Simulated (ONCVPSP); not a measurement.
# Before and after: ONCV potential for titanium (Ti)

Ti, optimised norm-conserving Vanderbilt (ONCV), made with ONCVPSP 4.0.1 (LDA (Perdew-Wang 92), scalar-relativistic). Core [Ne], reference 3s2 3p6 3d2 4s2. Waves: 3s+4s: rc 1.35 bohr, ncon 5, nbas 8, qcut 9.6 1/bohr, 2 projectors; 3p: rc 1.35 bohr, ncon 5, nbas 8, qcut 13 1/bohr, 2 projectors, debl 0.4 Ha; 3d: rc 1.55 bohr, ncon 4, nbas 9, qcut 8.8 1/bohr, 2 projectors, debl 0.8 Ha. Local part: polynomial inside 1.05 bohr (lpopt 1, dvloc0 0 Ha). Core correction: polynomial model core, fcfact 0.6.

In the p channel the program set the typed energies aside and used -1.426, 0.250 Ha.

Change: d: rc 1.32.

Cutoffs: the cutoffs (Ha) at which the residual kinetic energy of the hardest occupied pseudo-wave falls to 1 and 0.1 mHa per electron; they do not see the model core or the augmentation charge, which bear on the density cutoff. Errors are all-electron minus pseudo energies relative to the spin-unpolarised reference configuration.

**Question.** How do hardness, ghosts and transferability respond?

**Answer.** The potential gets harder (46 Ha and 58 Ha → 46 Ha and 142 Ha); of the 4 tests that both files solve, the error grows in 0 and shrinks in 1 by more than 15 % and 0.3 meV (median size 0.2 → 0.2 meV); neither file shows a bound ghost. A smaller radius makes the pseudo-wave follow the all-electron one further in, where it bends more sharply, so more plane waves are needed.

| quantity | base | changed |
| --- | --- | --- |
| cutoff, loose | 46 Ha | 46 Ha |
| cutoff, tight | 58 Ha | 142 Ha |
| loose cutoff by channel | s 35 Ha, p 46 Ha, d 32 Ha | s 35 Ha, p 46 Ha, d 38 Ha |
| bound ghosts | none | none |
| GHOST(+) flags under 300 eV | none | none |
| error for 3s2 3p6 3d2 4s1, meV [ΔE 7.53 eV] | -0.1 | -0.2 |
| error for 3s2 3p6 3d2 4s0, meV [ΔE 21.32 eV] | +0.3 | -0.2 |
| error for 3s2 3p6 3d1 4s0, meV [ΔE 48.52 eV] | +31 | +17 |
| error for 3s2 3p6 3d2 4s0 4p1, meV [ΔE 11.38 eV] | +0.1 | -0.1 |
| s: phases at 1.37 bohr within 0.05 rad from the reference energy up to (Ha; the scan ends near 5) | to the end of the scan | to the end of the scan |
| p: phases at 1.37 bohr within 0.05 rad from the reference energy up to (Ha; the scan ends near 5) | to the end of the scan | to the end of the scan |
| rms error of d²Exc/dni dnj with the model core, mHa | 0.86 | 0.85 |
